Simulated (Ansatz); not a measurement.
Ge3O4⁺. Charge 1, multiplicity 2. Geometry r2SCAN-D4/def2-SVP; atoms count from 1.

```csv
atom,x (Å),y (Å),z (Å)
Ge1,-0.519,1.349,0.164
Ge2,2.150,-0.909,-0.293
Ge3,-2.768,-0.043,0.286
O4,-1.510,0.607,1.473
O5,-1.697,0.690,-1.030
O6,1.119,0.377,-0.005
O7,3.226,-2.072,-0.594
```

Another isomer (doublet) lies 1.84 eV lower at PBE0-D4/def2-TZVP; other spin states weren't run for this one.

**Question.** Estimate the Mulliken populations from the PBE0/def2-TZVP orbitals of Ansatz.

**Answer.** 
```
atom  charge (e)  spin (α − β)
 Ge1        0.86          0.50
 Ge2        1.05          0.05
 Ge3        0.75          0.10
  O4       -0.46          0.16
  O5       -0.46          0.16
  O6       -0.45         -0.02
  O7       -0.29          0.06
```
Mulliken values and Mayer orders depend strongly on the basis.

**Question.** Where does the spin sit?

**Answer.** Summed by element: Ge 0.65, O 0.35, of 1 unpaired in all. Largest on single atoms: Ge1 0.50, O4 0.16, O5 0.16.

**Question.** And the Mayer bond orders between bonded heavy atoms (over 0.3)?

**Answer.** Ge1–O4 1.04 (1.80 Å); Ge1–O5 1.03 (1.80 Å); Ge1–O6 0.54 (1.91 Å); Ge2–O6 1.44 (1.67 Å); Ge2–O7 2.16 (1.61 Å); Ge3–O4 0.91 (1.85 Å); Ge3–O5 0.91 (1.85 Å).
